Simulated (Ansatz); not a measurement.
CH2INS, SMILES `N=C(S)I`. Total charge 0; spin multiplicity 1. I takes the def2 core potential.

```xyz
6

N    -1.3980   -0.3354    0.3775
C    -0.2168   -0.2216   -0.0063
S     0.7917    1.2105    0.1762
I     0.6912   -1.8790   -0.9681
H    -1.7622    0.5032    0.8297
H     1.8941    0.7223   -0.4090
```

Task: What are the harmonic wavenumbers in cm⁻¹ at PBE0-D4/def2-TZVP (Ansatz, finite differences of forces, unscaled)? (An estimate is asked.)

Result: Ansatz gave: 181, 212, 327, 452, 489, 765, 811, 939, 1157, 1705, 2728, 3480.

Task: Is this a minimum?

Result: Yes, all 12 modes are real.

Task: Give the ideal-gas thermochemistry at 298.15 K and 1 bar (rigid rotor, harmonic oscillator; point group Cs, symmetry number 1).

Result: Zero-point energy 79.2 kJ/mol; H(298) − E = 95.0 kJ/mol; entropy 321.6 J/(mol·K), of which translation 174.1, rotation 115.3, vibration 32.2; G(298) − E = -0.9 kJ/mol.

Task: Rotational constants (cm⁻¹)?

Result: 0.2312, 0.05171, 0.04226.
